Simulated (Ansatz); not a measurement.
Computed with Ansatz.

A structure relaxed at PBE0-D4/def2-TZVP, charge 0, multiplicity 1:

Cartesian coordinates in Å:
```
C 0.5774 2.1159 2.2596
O -0.0653 2.0640 1.0139
C -1.3156 1.4324 1.0404
C -1.2840 -0.0257 1.4761
O -0.2974 -0.8001 0.8511
C -0.4091 -0.8708 -0.5473
C 0.5745 -1.9216 -1.0246
O 0.5760 -2.0482 -2.4234
C 1.3837 -1.1051 -3.0763
H 0.9125 1.1268 2.5923
H -0.0766 2.5477 3.0311
H 1.4506 2.7582 2.1431
H -1.7105 1.5204 0.0256
H -2.0128 1.9632 1.7101
H -2.2873 -0.4467 1.2998
H -1.0827 -0.1036 2.5470
H -0.1828 0.0991 -1.0076
H -1.4280 -1.1596 -0.8460
H 0.2922 -2.8937 -0.6134
H 1.5771 -1.6759 -0.6474
H 2.4288 -1.1800 -2.7455
H 1.0437 -0.0744 -2.9148
H 1.3357 -1.3222 -4.1438
```

**Question.** Give its formula and SMILES.

**Answer.** C6H14O3, `COCCOCCOC`.

**Question.** Point group (tolerance 0.08 Å, 0.16 Å for H)?

**Answer.** C1.

**Question.** Summarise the bond lengths by kind.

**Answer.** 6 × C–O 1.401 to 1.405 Å; 14 × C–H 1.090 to 1.103 Å; 2 × C–C 1.516 to 1.522 Å.
